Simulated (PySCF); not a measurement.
H₄PSi (SMILES [SiH2]P), doublet, at a GFN2-xTB geometry. Base run: HF/6-31G** in PySCF.

Input for PySCF:
```python
from pyscf import gto, scf

mol = gto.M(
    atom='''
Si   -1.049115   -0.400520    0.018855
P     1.013737    0.419565   -0.016778
H    -1.748049    0.068514    1.219705
H    -1.781345    0.046112   -1.170663
H     1.525748   -0.405254    0.970068
H     1.485195   -0.395553   -1.031410
''',
    basis='6-31g**',
    charge=0,
    spin=1,
    verbose=4,
)

mf = scf.UHF(mol)
mf.kernel()
mf.analyze()
```

Each row names what was changed in the base input (with any setting that the change needs).

| change | ΔE vs base (µEh) | SCF cycles | <S^2> |
|---|---|---|---|
| base | 0.0 | 12 | 0.757 |
| init_guess = atom | 0.0 | 12 | 0.757 |
| diis = off (with mf.max_cycle = 100) | 0.0 | 24 | 0.757 |
| diis_space = 4 | 0.0 | 13 | 0.757 |
| level_shift = 0.3 (with mf.max_cycle = 100) | 0.0 | 16 | 0.757 |
| init_guess = huckel | 0.0 | 12 | 0.757 |
| DIIS = ADIIS | 0.0 | 24 | 0.757 |
| conv_tol_grad = 1e-3 | 0.0 | 12 | 0.757 |
| init_guess = sap | 0.0 | 12 | 0.757 |
| conv_tol = 1e-7 | 0.0 | 10 | 0.757 |
| conv_tol = 1e-6 | 0.0 | 9 | 0.757 |
| conv_tol = 1e-11 | 0.0 | 14 | 0.757 |
| level_shift = 1.0 (with mf.max_cycle = 100) | 0.0 | 28 | 0.757 |

Open shells are given as the SCF converged; they aren't shown to be the lowest states, and a large step between rows can be another state.
